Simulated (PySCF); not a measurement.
## What the low excited states add to the polarisability

Species: C3H5ClSe.
Geometry (PBE0-D3(BJ)/def2-SVP, Å), atoms numbered from 1 in this order:
```xyz
10
C3H5ClSe angstrom
C     -1.2035   -0.4126    0.2457
C     -0.1344    0.6093    0.0742
Se    -0.4009    2.3395    0.2941
C      1.2138    0.1227   -0.3684
Cl     1.8096   -1.2667    0.6010
H     -0.8978   -1.1422    1.0135
H     -2.1594    0.0450    0.5246
H     -1.3277   -0.9879   -0.6890
H      1.9619    0.9206   -0.3063
H      1.1484   -0.2303   -1.4108
```

Level of theory: PySCF 2.14.0, density-fitted response routines, TDDFT CAM-B3LYP/def2-SVPD, vertical, gas phase, core orbitals frozen in the response. The CAM-B3LYP/def2-SVPD calculation is non-relativistic and has no spin–orbit coupling, an omission that weighs most on selenium.

Excitation energies and transition dipoles (atomic units, axes of the coordinates) of those of the lowest 10 singlets that add 0.02 au or more to the mean polarisability:

| state | ΔE (hartree) | μx | μy | μz |
| --- | --- | --- | --- | --- |
| S2 | 0.1835 | -0.251 | 1.404 | 0.123 |
| S3 | 0.1995 | 0.072 | -0.396 | -0.065 |
| S4 | 0.2079 | -0.112 | -0.145 | 0.010 |
| S5 | 0.2159 | 0.784 | -0.108 | -0.181 |
| S6 | 0.2180 | 0.253 | 0.090 | -0.055 |
| S7 | 0.2270 | -0.069 | -0.075 | 0.043 |
| S8 | 0.2443 | 0.131 | 0.578 | 0.067 |
| S9 | 0.2577 | -0.028 | 0.277 | 0.015 |
| S10 | 0.2624 | 0.200 | -0.439 | -0.064 |

Task: What does each state add to αxx, αyy and αzz, and how do the sums compare with the full static tensor?

Result: Each state adds 2 μα² / ΔE.

```tsv
state	αxx (au)	αyy (au)	αzz (au)
S2	0.69	21.49	0.17
S3	0.05	1.57	0.04
S4	0.12	0.20	0.00
S5	5.69	0.11	0.30
S6	0.59	0.07	0.03
S7	0.04	0.05	0.02
S8	0.14	2.73	0.04
S9	0.01	0.59	0.00
S10	0.31	1.47	0.03
all 10 states	7.7	28.3	0.6
full response	78.2	106.2	61.9
share (%)	10	27	1
```

The rest comes from the higher roots of the same response equations.

Task: Give the full tensor and its principal values.

Result: In au, rows and columns x, y, z:
```
x    78.2 -11.0  -1.1
y   -11.0 106.2   0.2
z    -1.1   0.2  61.9
```
Principal values 61.8, 74.5 and 110.0 au; mean 82.1 au (12.16 Å³).

One conformer stands for the species.
